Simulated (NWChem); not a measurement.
System: NbNHCl$_{2}$F; SMILES [NH]=[Nb]([F])([Cl])[Cl]

```xyz
6

Nb     0.2650    -0.0233     0.0000
N      1.0788    -1.5413     0.0000
H      1.5648    -2.4343     0.0000
F      1.5717     1.2984     0.0000
Cl    -1.0210     0.0491     1.9029
Cl    -1.0210     0.0491    -1.9029
```
Atoms are numbered in this order, from 1.

Level: PBE0/def2-SVP with def2 effective core potentials on Nb (NWChem), optimised geometry, unscaled harmonic frequencies. def2 effective core potentials on Nb; no spin-orbit coupling.

| frequency (cm⁻¹) | IR intensity (km/mol) |
|---|---|
| 104 | 1.5 |
| 141 | 3.5 |
| 154 | 4.7 |
| 210 | 2.2 |
| 247 | 2.6 |
| 407 | 28.8 |
| 439 | 80.1 |
| 559 | 157.9 |
| 604 | 195.7 |
| 716 | 146.5 |
| 1058 | 119.2 |
| 3658 | 256.6 |

* **zero-point energy**: 11.9 kcal/mol
* **thermal correction to the enthalpy at 298.15 K (with zero-point energy)**: 16.8 kcal/mol
* **heat capacity Cv**: 21.4 cal/(mol K)
* **entropy at 298.15 K and 1 atm (symmetry number 1)**: 86.0 cal/(mol K)

Rigid rotor and harmonic oscillator.
